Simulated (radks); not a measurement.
Question: W2+, 72 electrons, occupied as [Xe] 4f(5/2: 6, 7/2: 7) 5d(3/2: 4, 5/2: 0) 6s1 (not the ground configuration). Calculated with a radial shooting solver on a logarithmic mesh with Libxc functionals: Dirac Kohn-Sham, BLYP, spin-unpolarised, spherical densities, finite nucleus; Fermi nuclear charge, rms radius 5.3658 fm.

Spin-orbit splittings of the eigenvalues, e(l+1/2) - e(l-1/2), with zeta = 2 splitting/(2l+1) and mean radii in bohr:

shell  occ.  splitting (eV)  zeta (eV)  <r> j=l-1/2  <r> j=l+1/2
2p        6               ?          ?      0.06365      0.07161
3p        6           292.5      195.0       0.1906       0.2053
3d       10           63.60      25.44       0.1797       0.1842
4p        6           68.20      45.47       0.4536       0.4866
4d       10           12.62      5.050       0.5024       0.5136
4f       13           2.331     0.6660       0.5859       0.5943
5p        6           10.50      6.999        1.150        1.247
5d        4          0.9963     0.3985        1.728        1.780

Estimate the 2p splitting.

Answer: 1353 eV (zeta = 902.0 eV).
